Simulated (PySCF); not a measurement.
C₄H₆BFO, SMILES B1(F)C(=O)CCC1. Coordinates come from a B3LYP-D3(BJ)/def2-SVP optimisation. The structure was generated by enumeration, and PubChem lists no compound with its InChIKey, so it may never have been made. The values are those of a single conformer.

All values below come from B3LYP-D3(BJ)/def2-SVP (PySCF).

Harmonic wavenumbers (cm⁻¹): 84, 177, 253, 305, 417, 485, 545, 568, 662, 756, 838, 880, 910, 992, 1009, 1074, 1115, 1183, 1219, 1265, 1290, 1328, 1387, 1417, 1460, 1483, 1820, 2985, 3007, 3043, 3096, 3099, 3105. Rotational constants (GHz): 3.268, 2.881, 1.599; symmetry number 1.

**Question.** Work out the zero-point energy and the ideal-gas rigid-rotor harmonic-oscillator thermochemistry at 298.15 K and 1 atm.

**Answer.** ZPE = ½ Σ hcν = ½ × 43256 cm⁻¹ = 61.84 kcal/mol. H − E(el) = 66.58 kcal/mol. Entropy in cal/(mol K): translation 39.71, rotation 27.46, vibration 13.54, total 80.71. G − E(el) = 42.52 kcal/mol. Cp = 25.99 cal/(mol K). Modes under 150 cm⁻¹ make the vibrational entropy uncertain.
